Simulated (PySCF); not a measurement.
## State search for TlBi

Unrestricted PBE0; Tl cc-pVDZ-PP with ECP60, Bi cc-pVDZ-PP with ECP60; scalar-relativistic core potentials (PySCF 2.14). Outer shells of the fragments: Tl 5d10 6s2 6p1; Bi 5d10 6s2 6p3.

Followed along the bond (rough minima from three points):

```
2Ms+1  unpaired  ⟨S²⟩ at the start  R at minimum (Å)  Te (eV)
    3      π ↑↑               2.01              3.09     0.00
    1      π ↑↓               1.00              3.08     0.30
    3  σ ↑, π ↑               2.02              2.89     0.39
    1  σ ↓, π ↑               1.01              2.88     0.63
    1      none               0.00              3.07     1.07
```

Solutions found at the starting distance of 2.890 Å, counted from the lowest of them; the search is not exhaustive and high or unbound solutions are not listed, so other states can lie among these:

| 2Ms+1 | unpaired | term | E (eV) | ⟨S²⟩ | ⟨Lz²⟩ | μ (D) |
| --- | --- | --- | --- | --- | --- | --- |
| 3 | π ↑↑ | ³Σ⁻ | 0.00 | 2.01 | 0.00 | -1.61 |
| 1 | π ↑↓ | mixed | 0.29 | 1.00 | 2.01 | -1.51 |
| 3 | σ ↑, π ↑ | ³Π | 0.30 | 2.02 | 1.01 | -2.55 |
| 1 | σ ↓, π ↑ | mixed | 0.54 | 1.01 | 1.01 | -2.49 |
| 1 | none | mixed | 1.05 | 0.00 | 2.00 | -1.12 |
| 5 | σ ↑, π ↑↑↑ | ⁵Π | 1.68 | 6.01 | 1.00 | 1.90 |
| 3 | σ ↑, π ↑↑↓ | mixed | 2.27 | 3.01 | 3.01 | 1.93 |
| 3 | σ ↓, π ↑↑↑ | mixed | 2.32 | 3.01 | 1.00 | 2.01 |
| 3 | π ↑↑ | mixed | 3.00 | 2.00 | 2.01 | 0.26 |
| 3 | π ↑↑ | mixed | 3.22 | 2.00 | 2.00 | -0.11 |

A term symbol is given only where ⟨S²⟩ and ⟨Lz²⟩ are close to those of a pure state; real π, δ and φ orbitals otherwise mix terms. A positive dipole means Tl(−)Bi(+).

Spin–orbit coupling is left out, which matters for elements this heavy, above all for dissociation energies. Counting both spins, an empty level lies below a filled one in some of these solutions, because spin and occupation are held.
